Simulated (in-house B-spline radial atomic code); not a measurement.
## RPA and G0W0 on wB97X: the caesium ion Cs⁸⁺

Configuration [Kr] 4d10 5s1, highest spin, mean-field start wB97X. Computed with a B-spline radial code for spherical atoms: all electrons, scalar-relativistic (spin-free one-electron X2C), finite nucleus, each spin shell either full or empty, empty states to l = 9 with an (l + 1/2)⁻⁴ tail; G0W0 by contour deformation at full frequency.

Command:
```bash
python run_gw.py task.json out
```
Settings (radii: box in bohr, nucleus in fm):
```
Z                        55
electrons                47
configuration            [Kr] 4d10 5s1
hamiltonian              x2c
method                   wb97x
lmax                     9
rms_radius               4.8041
spin_polarised           True
box_radius               7.7
intervals                66
ion_configuration        [Kr] 4d10
```

Cost of the run: 13 s on 1 thread of Arm Neoverse N1, with other jobs on the host.

Energies (hartree):

```tsv
term	value
mean-field total	-7770.89100
Hartree-Fock functional on these orbitals	-7767.80580
direct second order	-4.1635
second-order exchange	1.1509
SOSEX correction	1.0893
```

Task: What is the RPA correlation energy, and what remains with SOSEX?

Result: RPA gives -3.7545 hartree (-2.17 eV per electron); RPA + SOSEX gives -2.6651, and the second-order doubles -3.0126 hartree (no singles). SOSEX takes back 29 % of the RPA value.

Quasi-particle levels (eV):

```json
{"level": "5s up", "occupied": "yes", "mean field": "-123.31", "Σx - vxc": "-0.67", "Σc": "?", "QP weight": "?", "G0W0": "?"}
{"level": "4d down", "occupied": "yes", "mean field": "-185.50", "Σx - vxc": "-7.39", "Σc": "0.12", "QP weight": "0.970", "G0W0": "-192.77"}
{"level": "4d up", "occupied": "yes", "mean field": "-185.77", "Σx - vxc": "-7.55", "Σc": "0.20", "QP weight": "0.960", "G0W0": "-193.12"}
{"level": "5s down", "occupied": "no", "mean field": "-111.79", "Σx - vxc": "4.11", "Σc": "-3.00", "QP weight": "0.976", "G0W0": "-110.68"}
```

G0W0 = mean field + (Σx - vxc) + Σc, with Σc (partial-wave tail included) taken at the quasi-particle energy. Only the outer levels were computed. Levels of low weight are left out.

Task: Where does G0W0 put 5s up?

Result: At -126.35 eV, with Σc = -2.37 eV and a quasi-particle weight of 0.981. The tabulated removal energy is 125.61 ± 0.09 eV (NIST, semi-empirical); the calculation leaves out spin-orbit coupling, Breit and QED terms, and what these don't explain is the method's own error.

Task: What does it cost to remove one electron (to [Kr] 4d10) by differences of total energies, each species on its own start (correlation terms add to the Hartree-Fock functional)?

Result: wB97X 125.08 eV, Hartree-Fock functional 123.81 eV, + RPA 126.09 eV, + RPA + SOSEX 125.44 eV, + second order 126.30 eV. Tabulated: 125.61 ± 0.09 eV (NIST, semi-empirical); the calculation leaves out spin-orbit coupling, Breit and QED terms, and what these don't explain is the method's own error.
